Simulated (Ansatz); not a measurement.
Program: Ansatz. Geometries: PBE0-D4/def2-TZVP. ΔE: electronic, gas phase. CCSD(T)/CBS is the MP2 limit (def2-TZVPP, def2-QZVPP) plus CCSD(T) − MP2 in def2-TZVPP, frozen cores. This one scheme is used for every species. Functionals use def2-TZVPP. Each species was taken in one conformer, which may not be the lowest.

`CB1C[SiH2]1` + `N[Si]F` → `NB1C[SiH2]1` + `C[Si]F`  (redistribution)

```
        level  ΔE (eV)
          PBE     0.05
         BLYP     0.05
      LC-ωPBE    -0.02
MP2/CBS(def2)     0.12
```

(1) What does CCSD(T)/CBS give? (Estimate.)

Largest T1 diagnostic among the species: 0.014.

Results:

(1) Computed: +0.07 eV. The listed levels differ from it by -0.02, -0.02, -0.09, 0.05 eV.

In def2-TZVPP, CCSD(T) changes the Hartree–Fock value by +0.07 eV (the triples alone add +0.03 eV) and MP2 by +0.12 eV. Leaving LDA and LC-ωPBE aside and taking each functional with its dispersion term where it has one, the values, not all of them listed here, spread over 0.08 eV, from ωB97X-V to B97M-V. At CCSD(T), def2-SVP lies −0.17 eV from the extrapolated value and def2-TZVPP −0.02 eV.
